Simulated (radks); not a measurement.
Fractional charge and spin in the 5p shell of praseodymium: the spin-up occupation runs from 2 to 3 and the spin-down occupation from 2 to 3; the fullest corner is Pr, [Kr] 4d10 4f(up 1.5, down 1.5) 5s2 6s2 5p(up 3, down 3). Calculated with a radial shooting solver on a logarithmic mesh with Libxc functionals: scalar-relativistic Kohn-Sham, LDA (Slater exchange, Perdew-Wang correlation), spin-polarised, spherical densities, point nucleus. Energy (eV) above the fullest corner. The planes named below are the two flat planes that join the four corners, with an edge along up + down = one added electron.

down \ up       2    2.25     2.5    2.75       3
2          62.830  52.633  43.114  34.258  26.051
2.25       52.633  43.159  34.347  26.182  18.649
2.5        43.114  34.347  26.226  18.735  11.855
2.75       34.258  26.182  18.735  11.897   5.648
3          26.051  18.649  11.855   5.648   0.000

Corners above the fullest one (they belong to Pr+ and the next ion): (up 3, down 2) 26.051 eV, (up 2, down 3) 26.051 eV, (up 2, down 2) 62.830 eV. With half an added electron in each spin the energy lies 0.175 eV from the planes, and with half an added electron in spin up alone -1.327 eV. The planes are only a guide here: the flat-plane condition holds for ground states with one frontier orbital, while this shell lies below other occupied shells, so the corners above the fullest one are inner-hole states and not the ground states of those ions.
